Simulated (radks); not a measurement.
Values are calculated unless marked as measured or tabulated.
Ionisation of the niobium ion Nb32+, [He] 2s2 2p5, to Nb33+, [He] 2s2 2p4, under several functionals. Dirac Kohn-Sham, spin-unpolarised, spherical densities, finite nucleus; open shells are shared between the two j in proportion to 2j + 1; a radial shooting solver on a logarithmic mesh with Libxc functionals.

| functional | E(Nb32+) (hartree) | Exc (hartree) | IE (eV) | -e(HOMO) (eV) | <r> HOMO (bohr) | IE error (eV) |
|---|---|---|---|---|---|---|
| LDA (Slater exchange, Perdew-Zunger correlation) | -2924.82861 | -57.93055 | 4226.6 | 4105.6 | 0.1342 | +39.6 |
| OLYP | -2929.42781 | -62.58974 | 4232.8 | 4112.1 | 0.1341 | +45.8 |
| XLYP | -2929.67968 | -62.83114 | 4230.0 | 4108.9 | 0.1342 | +43.0 |
| Wu-Cohen GGA | -2928.23982 | -61.37851 | 4229.0 | 4107.9 | 0.1342 | +42.0 |
| AM05 | -2925.48156 | -58.59131 | 4226.3 | 4105.4 | 0.1342 | +39.3 |
| BLYP | -2929.37356 | -62.52243 | 4229.7 | 4108.6 | 0.1342 | +42.7 |
| LDA (Slater exchange, VWN5 correlation) | -2924.82903 | -57.93088 | 4226.6 | 4105.6 | 0.1342 | +39.6 |
| exchange-only PBE | -2928.52094 | -61.66286 | 4227.3 | 4106.2 | 0.1342 | +40.3 |

NIST Atomic Spectra Database: 4187 eV (semi-empirical). Closest: AM05. The Delta-SCF values span 6.54 eV, the total energies 4.85 hartree. The highest occupied level is 2p3/2. Spin polarisation and multiplet splitting are left out, so open shells lie too high by an amount that depends on their filling. Sharing an open shell by 2j + 1 raises it above the true ground level by a part of the spin-orbit splitting, which enters the differences from NIST.

Beside tabulated values, note that spin-unpolarised runs miss the spin-polarisation part of the exchange energy of open shells.
